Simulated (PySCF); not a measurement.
Order these species by their calculated properties.

All species are isolated and taken at one optimised geometry, non-relativistic unless stated. Electronic properties by PySCF.

Dipoles, sizes and rotational constants follow the conformer. The torsions of the flexible species, by atom-mapped SMILES:
- `[CH3:1][CH2:2][CH2:3][P:4]([CH2:5][CH3:6])[CH:7]1[CH2:8][CH2:9]1`: C1–C2–C3–P4 -175°, C2–C3–P4–C5 -176°, C3–P4–C5–C6 176°, C3–P4–C7–C8 166°
- `[CH3:1][C:2]([CH3:3])=[P:4][CH2:5][C:6]([CH3:7])([CH3:8])[CH3:9]`: C2–P4–C5–C6 180°, P4–C5–C6–C7 62°
- `[CH3:1][CH2:2][CH2:3][P:4]1[CH2:5][CH:6]([CH2:7][CH3:8])[CH2:9]1`: C1–C2–C3–P4 -178°, C2–C3–P4–C5 87°, C5–C6–C7–C8 69°
- `[CH2:1]=[CH:2][P@@:3](=[CH2:4])([CH2:5][CH3:6])[CH:7]([CH3:8])[CH3:9]`: C1–C2–P3–C4 -21°, C2–P3–C5–C6 53°, C2–P3–C7–C8 -169°
- `[CH3:1][CH:2]([CH3:3])[P@@H+:4]([CH3:5])[CH2:6][C:7]#[N:8]`: C1–C2–P4–C5 178°, C2–P4–C6–C7 -179°
- `[CH2:1]=[CH:2][P:3]([CH2:4][CH2:5][CH3:6])[CH:7]([CH3:8])[CH3:9]`: C1–C2–P3–C4 -127°, C2–P3–C4–C5 71°, P3–C4–C5–C6 179°, C2–P3–C7–C8 -68°
- `[CH3:1][N:2]([CH:3]1[CH2:4][CH2:5]1)[SiH:6]([PH2:7])[PH2:8]`: C1–N2–C3–C4 -149°, C1–N2–Si6–P7 -29°, H–P7–Si6–N2 -71°, H–P7–Si6–N2 -164°, H–P8–Si6–N2 140°, H–P8–Si6–N2 -128°
- `[O:1]=[CH:2][CH2:3][c:4]1[cH:5][cH:6][cH:7][cH:8][cH:9]1`: O1–C2–C3–C4 -122°, C2–C3–C4–C5 -85°

The conformers of `C#CC1=CCCCC1=O` and `CN[P+]1(C)CC=CC1` aren't listed.

(1) Rank by HOMO–LUMO gap, highest first (PBE0/pcSseg-1 at GFN2-xTB geometries).
A. `C=C[P@@](=C)(CC)C(C)C`
B. `CCCP(C1CC1)CC`
C. `C(P1CC(CC)C1)CC`
D. `CC(C)[P@@H+](C)CC#N`
E. `CC(C)=PCC(C)(C)C`

(2) By how much do the two ends of that ranking differ?

(3) Rank by HOMO energy, highest first (PBE0/pcSseg-1 at GFN2-xTB geometries).
A. `CC(C)=PCC(C)(C)C`
B. `C#CC1=CCCCC1=O`
C. `CC(C)[P@@H+](C)CC#N`
D. `C=CP(CCC)C(C)C`
E. `CN[P+]1(CC=CC1)C`
F. `CN(C1CC1)[SiH](P)P`
G. `CC(C)[P@@](C=C)(CC)=C`

(4) By how much do the two ends of that ranking differ?

(5) Rank by dipole moment, lowest first (PBE0/pcSseg-1 at GFN2-xTB geometries).
A. `CC(C)=PCC(C)(C)C`
B. `CN(C1CC1)[SiH](P)P`
C. `CCCP1CC(CC)C1`
D. `C=C[P@@](=C)(CC)C(C)C`
E. `O=CCc1ccccc1`
F. `CCCP(CC)C1CC1`

(6) Give the two extremes of that set in atomic units.

Results:

(1) D (9.29 eV), B (7.67 eV), C (7.10 eV), E (5.45 eV), A (4.66 eV).

(2) By 4.63 eV, between `CC(C)[P@@H+](C)CC#N` and `C=C[P@@](=C)(CC)C(C)C`.

(3) G (-5.18 eV), F (-6.35 eV), A (-6.47 eV), D (-6.63 eV), B (-7.17 eV), E (-11.68 eV), C (-13.76 eV).

(4) By 8.58 eV, between `C=C[P@@](=C)(CC)C(C)C` and `CC(C)[P@@H+](C)CC#N`.

(5) B (0.72 D), F (1.20 D), C (1.42 D), A (1.62 D), E (2.77 D), D (2.97 D).

(6) `CN(C1CC1)[SiH](P)P`: 0.28 au; `C=C[P@@](=C)(CC)C(C)C`: 1.17 au.
